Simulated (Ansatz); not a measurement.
Relaxation of ClH$_{3}$HfO$_{3}$ (8 atoms, charge 0, multiplicity 1), to a largest force component of 0.02 eV/Å in at most 40 steps.

Level of theory: Ansatz, RKS LDA/def2-SVP.

```xyz
8
Properties=species:S:1:pos:R:3:forces:R:3
Hf 0.000 0.000 0.000 0.30 0.38 -0.64
Cl 0.000 0.000 2.520 -0.07 -0.10 -2.04
O 1.952 0.000 -0.689 -2.29 -1.41 0.76
H 2.268 -0.952 -0.806 -0.18 1.27 0.05
O -0.975 1.689 -0.689 -0.07 -2.71 0.61
H -1.933 1.458 -0.912 1.17 0.53 0.18
O -0.975 -1.689 -0.689 0.69 1.69 2.21
H -1.430 -2.155 0.083 0.46 0.35 -1.13
```

Where does it end, and by what steps?

It converged. After 8 steps the energy has fallen by 1.279 eV; H6 moved furthest, 0.71 Å.

| step | energy less start (eV) | largest force component (eV/Å) | accepted |
| --- | --- | --- | --- |
| 0 | 0.0000 | 2.714 | yes |
| 1 | -0.8395 | 1.269 | yes |
| 2 | -0.9845 | 0.473 | yes |
| 3 | -1.0719 | 0.516 | yes |
| 4 | -1.1182 | 1.218 | yes |
| 5 | -1.2131 | 0.903 | yes |
| 6 | -1.2727 | 0.051 | yes |
| 7 | -1.2787 | 0.029 | yes |
| 8 | -1.2790 | 0.009 | yes |

```xyz
8
Properties=species:S:1:pos:R:3
Hf -0.108 -0.151 0.172
Cl 0.094 0.237 2.497
O 1.636 -0.294 -0.593
H 2.475 -0.386 -1.063
O -1.048 1.306 -0.627
H -1.521 1.994 -1.113
O -1.072 -1.774 -0.111
H -1.549 -2.581 -0.345
```

Whether the end is a true minimum wasn't checked by a vibrational analysis.

Time of the run: 8.9 s on 4 threads of Arm Neoverse V1, on a shared host, peak memory 0.16 GiB.
